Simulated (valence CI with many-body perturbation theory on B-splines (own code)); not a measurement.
Energy levels of La²⁵⁺

Calculated by valence CI with perturbative core correlation (CI+MBPT): four valence electrons over a frozen Dirac-Fock core [Ar] 3d10, a basis of 11 s, 11 p, 9 d, 7 f, 5 g, 2 h, 1 i functions for each j, with the one-electron correlation potential Σ1, the two-electron term Σ2, the three-electron term Σ3, Breit, model QED; selected CI, second order for the rest (own B-spline code, finite nucleus).

No measured spectrum was set against this ion. As an estimate, levels hold to about 250 cm⁻¹ or 0.2 % of their energy and the worst to 1 %, as in measured heavy ions of charge 2 to 7; those with d or f electrons hold less well.

Levels 46 to 71 of 71, with energies above the lowest level, (4s^2 4p1/2^2) J=0. "Leading %" is the weight of the configuration and term that name the level; weights of strongly mixed levels are sums over their largest components and can fall short. In the jj column 3d3/2^4 stands for four electrons in 3d with j = 3/2. Lifetimes count E1, E2, E3, M1 and M2 decay at the calculated energies, and are blank where another channel may lead or the interval is too uncertain; long ones can be off by a factor of two.

```tsv
No.	Configuration	Term	J	E (eV)	Leading %	g	Second component	Lifetime	Leading jj
46	4s4p²4d	⁵D	3	200.79	28	1.217	22 % 4s4p²4d ³G	7.61 ps	4s 4p1/2 4p3/2 4d5/2 (43 %)
47	4s4p²4d	⁵P	1	200.89	64	2.203	17 % 4s4p²4d ³P	2.80 ps	4s 4p1/2 4p3/2 4d3/2 (80 %)
48	4s4p²4d	³G	3	201.35	40	0.975	28 % 4s4p²4d ¹F	18.0 ps	4s 4p1/2 4p3/2 4d3/2 (63 %)
49	4s4p²4d	³P	2	201.48	47	1.177	27 % 4s4p²4d ³F	5.37 ps	4s 4p1/2 4p3/2 4d5/2 (43 %)
50	4s4p²4d	³D	1	202.04	28	0.910	21 % 4s4p²4d ¹P	4.89 ps	4s 4p1/2 4p3/2 4d3/2 (39 %)
51	4s4p²4d	³G	4	205.85	25	1.171	23 % 4s4p²4d ¹G	12.3 ps	4s 4p1/2 4p3/2 4d5/2 (49 %)
52	4s4p²4d	³D	1	207.78	75	0.714	9 % 4s4p²4d ³P	3.92 ps	4s 4p1/2 4p3/2 4d3/2 (79 %)
53	4s4p²4d	³G	4	207.89	36	1.103	28 % 4s4p²4d ¹G	26.7 ps	4s 4p1/2 4p3/2 4d5/2 (85 %)
54	4s4p²4d	³D	3	208.51	49	1.196	30 % 4s4p²4d ³F	5.64 ps	4s 4p1/2 4p3/2 4d5/2 (64 %)
55	4s4p²4d	³D	3	209.03	42	1.200	22 % 4s4p²4d ³F	3.98 ps	4s 4p1/2 4p3/2 4d5/2 (68 %)
56	4s4p²4d	³P	0	210.04	55		24 % 4p⁴ ¹S	9.78 ps	4s 4p3/2^2 4d5/2 (34 %)
57	4s4p²4d	³D	1	211.03	70	0.686	11 % 4s4p²4d ¹P	6.86 ps	4s 4p1/2 4p3/2 4d5/2 (81 %)
58	4s4p²4d	³F	2	211.88	45	0.907	18 % 4s4p²4d ³D	2.79 ps	4s 4p1/2 4p3/2 4d3/2 (62 %)
59	4s4p²4d	³P	0	212.50	78		7 % 4s²4d² ³P	3.40 ps	4s 4p1/2 4p3/2 4d3/2 (60 %)
60	4s4p²4d	³F	2	214.16	35	0.965	22 % 4s4p²4d ³D	4.13 ps	4s 4p1/2 4p3/2 4d5/2 (49 %)
61	4s4p²4d	³F	3	214.26	39	1.077	25 % 4s4p²4d ¹F	4.72 ps	4s 4p1/2 4p3/2 4d5/2 (65 %)
62	4s4p²4d	³P	1	214.95	45	1.455	29 % 4s4p²4d ³S	4.06 ps	4s 4p1/2 4p3/2 4d5/2 (81 %)
63	4s4p²4d	¹S	0	215.21	36		30 % 4p⁴ ³P	4.12 ps	4s 4p1/2 4p3/2 4d5/2 (47 %)
64	4s4p²4d	³D	2	215.44	62	1.168	13 % 4s4p²4d ¹D	4.38 ps	4s 4p1/2 4p3/2 4d5/2 (72 %)
65	4s4p²4d	³P	1	216.19	28	1.072	27 % 4s4p²4d ³D	2.55 ps	4s 4p1/2 4p3/2 4d3/2 (33 %)
66	4s4p²4d	³F	4	217.13	50	1.280	25 % 4s4p²4d ⁵D	22.5 ps	4s 4p3/2^2 4d5/2 (80 %)
67	4s4p²4d	³D	2	217.24	44	1.245	23 % 4s4p²4d ³P	2.79 ps	4s 4p1/2 4p3/2 4d5/2 (48 %)
68	4s4p²4d	³G	5	218.84	63	1.266	34 % 4s4p²4d ⁵F	61.3 ps	4s 4p3/2^2 4d5/2 (87 %)
69	4s4p²4d	³D	3	220.61	42	1.314	16 % 4s4p²4d ³F	2.82 ps	4s 4p3/2^2 4d3/2 (59 %)
70	4s4p²4d	³P	2	221.17	27	1.339	19 % 4s4p²4d ³D	2.73 ps	4s 4p3/2^2 4d3/2 (54 %)
71	4s4p²4d	³P	1	221.64	33	1.526	24 % 4s4p²4d ¹P	3.29 ps	4s 4p3/2^2 4d3/2 (59 %)
```

Where two levels of one J and parity lie close, their mixing, g and order are uncertain.
